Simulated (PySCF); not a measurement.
Spinor energies of Re⁺ (rhenium, charge +1)

Start: [Xe] 4f14 5d6; 5d3/2 filled at m_j = +3/2; 5d5/2 filled at m_j = -3/2, -1/2, +1/2, +3/2, +5/2. Calculated with PySCF 2.14 in x2c-TZVPall-2c (11s11p10d2f, 108 functions): generalised Hartree-Fock with the X2C-1e Hamiltonian and a Gaussian nucleus; spin-orbit coupling (SO) screened by Boettger's factors. This is a chosen level, not necessarily the ground level.

| spinor shell | electrons | ε, screened SO (eV) | weight of nominal j (screened SO) | rms radius, screened SO (bohr) |
| --- | --- | --- | --- | --- |
| 1s1/2 | 2 | -72050.4 | 1.000 | 0.0204 |
| 2s1/2 | 2 | -12636.9 | 1.000 | 0.0824 |
| 2p1/2 | 2 | -12070.3 | 1.000 | 0.0700 |
| 2p3/2 | 4 | -10624.8 | 1.000 | 0.0775 |
| 3s1/2 | 2 | -2992.2 | 1.000 | 0.210 |
| 3p1/2 | 2 | -2739.8 | 1.000 | 0.202 |
| 3p3/2 | 4 | -2420.7 | 1.000 | 0.217 |
| 3d3/2 | 4 | -2001.7 | 1.000 | 0.192 |
| 3d5/2 | 6 | -1932.9 | 1.000 | 0.196 |
| 4s1/2 | 2 | -661.28 | 1.000 | 0.469 |
| 4p1/2 | 2 | -554.81 | 1.000 | 0.476 |
| 4p3/2 | 4 | -479.42 | 1.000 | 0.509 |
| 4d3/2 | 4 | -304.21 | 1.000 | 0.531 |
| 4d5/2 | 6 | -289.69 | 1.000 | 0.543 |
| 5s1/2 | 2 | -105.53 | 1.000 | 1.12 |
| 5p1/2 | 2 | -72.129 | 0.957 | 1.25 |
| 4f5/2 | 6 | -66.421 | 0.989 | 0.638 |
| 5p3/2 | 4 | -58.775 | 0.976 | 1.33 |
| 5d5/2 | 5 | -17.061 | 0.498 | 2.05 |
| 5d3/2 | 1 | -14.098 | 0.670 | 2.14 |

Problem. Where does 4f7/2 lie, and what is the 4f spin-orbit splitting (screened SO)?

Solution. At -63.790 eV, 2.631 eV above 4f5/2.

```tsv
quantity	screened SO
E (hartree)	-16700.37685
M_J	4
⟨J²⟩	20.527
⟨L²⟩	6.977
⟨S²⟩	5.961
```

The determinant has a definite M_J but mixes levels of different J.

Each row is a mean over spinors that exchange with the open shell spreads, by up to 6.753 eV (5p3/2).

Rows whose weight is well below 1 are mixtures of j = l ± 1/2: exchange outweighs spin-orbit coupling there, and the label is only the starting occupation.

Breit and QED terms are absent; they matter most for the inner s and p1/2 levels.

Densities and radii are taken from the X2C orbitals without a picture-change correction, which distorts them close to the nucleus.
